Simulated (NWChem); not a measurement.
# Correlation energy of Mg (+1)

```
Mg
```
Charge +1, spin multiplicity 2.

Everything below was run with NWChem.

Basis set: cc-pVTZ. Each correlation energy counts from its own Hartree-Fock reference.

```
method           correlation energy (mHa)
---------------  ------------------------
UMP2                                  0.0
SCS-UMP2                              0.0
CCSD on ROHF                          0.0
CCSD[T] on ROHF                       0.0
CCSD(T) on ROHF                       0.0
CCSD on UHF                           0.0
CCSD[T] on UHF                        0.0
CCSD(T) on UHF                        0.0
CCSDT on ROHF                         0.0
```

The values span 0.0 mHa, from CCSD on ROHF (lowest) to CCSD on UHF (highest). 

The correlated methods keep 5 core orbitals frozen. The stability of the SCF solutions was not checked. Open-shell Hartree-Fock references start from PBE0 orbitals. Coupled-cluster values serve here as a point of comparison, not as the truth.
